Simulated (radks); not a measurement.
The cadmium ion Cd2+, 46 electrons, occupied as [Kr] 4d10. Calculated with a radial shooting solver on a logarithmic mesh with Libxc functionals: non-relativistic Kohn-Sham, LB94 model potential, spin-polarised, spherical densities, point nucleus; relativity is left out, which matters for an element this heavy.

Normalised radial functions P(r) = r R(r), r in bohr:

| r | 4p | 4d |
|---|---|---|
| 0.003732 | 0.0066 | 0.0001 |
| 0.004938 | 0.0113 | 0.0001 |
| 0.006587 | 0.0193 | 0.0003 |
| 0.008715 | 0.0320 | 0.0006 |
| 0.01153 | 0.0524 | 0.0014 |
| 0.01538 | 0.0849 | 0.0031 |
| 0.02035 | 0.1315 | 0.0067 |
| 0.02692 | 0.1955 | 0.0140 |
| 0.03591 | 0.2772 | 0.0290 |
| 0.04751 | 0.3586 | 0.0565 |
| 0.06287 | 0.4118 | 0.1045 |
| 0.08385 | 0.3858 | 0.1833 |
| 0.1109 | 0.2284 | 0.2896 |
| 0.1468 | -0.0711 | 0.4070 |
| 0.1958 | -0.4339 | 0.4879 |
| 0.2591 | -0.6319 | 0.4520 |
| 0.3428 | -0.4620 | 0.2385 |
| 0.4572 | 0.1207 | -0.1593 |
| 0.6049 | 0.7874 | -0.5934 |
| 0.8003 | 1.1419 | -0.8913 |
| 1.067 | 1.0238 | -0.9453 |
| 1.412 | 0.6384 | -0.7810 |
| 1.869 | 0.2787 | -0.5175 |
| 2.492 | 0.0772 | -0.2618 |
| 3.298 | 0.0131 | -0.0976 |
| 4.364 | 0.0011 | -0.0237 |
| 5.82 | 0.0000 | -0.0030 |
| 7.7 | 0.0000 | -0.0002 |

4p: eigenvalue -91.441 eV, 2 radial nodes at r = 0.139, 0.435 bohr, <r> = 0.974 bohr, 90 % of the charge inside 1.44 bohr. 4d: eigenvalue -39.097 eV, 1 radial node at r = 0.412 bohr, <r> = 1.24 bohr, 90 % of the charge inside 1.95 bohr.
